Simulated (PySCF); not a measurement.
Compound: C₆H₈O₂.
Structure used (PBE0-D3(BJ)/def2-SVP), in Å, numbered top down from 1:
```
atom  x, y, z in Å
C1     2.4447    0.7837   -0.5935
O2     1.3155    0.1721   -1.1743
C3     0.2536   -0.0032   -0.4045
C4     0.0653    0.3180    0.8994
C5    -1.2868   -0.0765    1.3024
O6    -1.7974    0.0448    2.3914
C7    -1.9779   -0.6804    0.0747
C8    -0.9341   -0.6614   -1.0401
H9     3.2108    0.8446   -1.3760
H10    2.2023    1.7976   -0.2349
H11    2.8266    0.1861    0.2506
H12    0.7694    0.7915    1.5813
H13   -2.3414   -1.6887    0.3218
H14   -2.8665   -0.0731   -0.1558
H15   -0.6509   -1.6675   -1.3908
H16   -1.2443   -0.0977   -1.9345
```

All values: CAM-B3LYP/def2-SVPD (PySCF, non-relativistic), on one gas-phase PBE0-D3(BJ)/def2-SVP geometry that isn't relaxed in the solvent. The solvent is an IEF-PCM continuum (van der Waals radii × 1.2), and excitations are vertical TDDFT with non-equilibrium linear response and a frozen core. The model holds no explicit solvent molecules, cavitation or dispersion.

Gas-phase singlets (H = HOMO, L = LUMO):

```
state  E (eV)  λ (nm)      f  leading configuration
   S1   4.380     283  0.000                H→L 92%
   S2   6.001     207  0.417              H-1→L 95%
   S3   6.819     182  0.015            H-1→L+1 85%
   S4   6.973     178  0.018              H→L+1 49%
   S5   7.043     176  0.000              H→L+4 71%
```

Give the list for chloroform (ε = 4.711), n² = 2.09.

```json
{"state": "S1", "E (eV)": "4.568", "λ (nm)": "271", "f": "0.000", "leading configuration": "H-1→L 93%", "change by rank (eV)": "+0.188"}
{"state": "S2", "E (eV)": "5.766", "λ (nm)": "215", "f": "0.525", "leading configuration": "H→L 96%", "change by rank (eV)": "-0.235"}
{"state": "S3", "E (eV)": "6.971", "λ (nm)": "178", "f": "0.020", "leading configuration": "H→L+1 88%", "change by rank (eV)": "+0.152"}
{"state": "S4", "E (eV)": "7.186", "λ (nm)": "173", "f": "0.027", "leading configuration": "H-1→L+1 44%", "change by rank (eV)": "+0.213"}
{"state": "S5", "E (eV)": "7.324", "λ (nm)": "169", "f": "0.000", "leading configuration": "H-1→L+4 73%", "change by rank (eV)": "+0.281"}
```

How does the list change in acetone (ε = 20.49)?

```csv
state,E (eV),λ (nm),f,leading configuration,change by rank (eV)
S1,4.631,268,0.000,H-1→L 93%,+0.251
S2,5.753,216,0.510,H→L 97%,-0.248
S3,7.025,176,0.019,H→L+1 89%,+0.206
S4,7.212,172,0.028,H-1→L+2 46%,+0.239
S5,7.405,167,0.000,H-1→L+4 71%,+0.362
```

How do the frontier levels move from gas to acetone?

| orbital | gas (eV) | solvent (eV) | change (eV) |
| --- | --- | --- | --- |
| LUMO+2 | 1.61 | 1.88 | +0.27 |
| LUMO+1 | 1.08 | 1.45 | +0.37 |
| LUMO | 0.35 | 0.29 | -0.06 |
| HOMO | -8.40 | -8.49 | -0.09 |
| HOMO-1 | -8.53 | -8.73 | -0.20 |
| HOMO-2 | -11.01 | -10.84 | +0.17 |
| HOMO-3 | -11.62 | -11.38 | +0.24 |

The HOMO–LUMO gap goes from 8.75 to 8.78 eV. Rows go by rank; for HOMO-1, HOMO, LUMO+1 and LUMO+2 the atom shares or the degeneracy differ between the runs, so the row needn't follow one orbital.
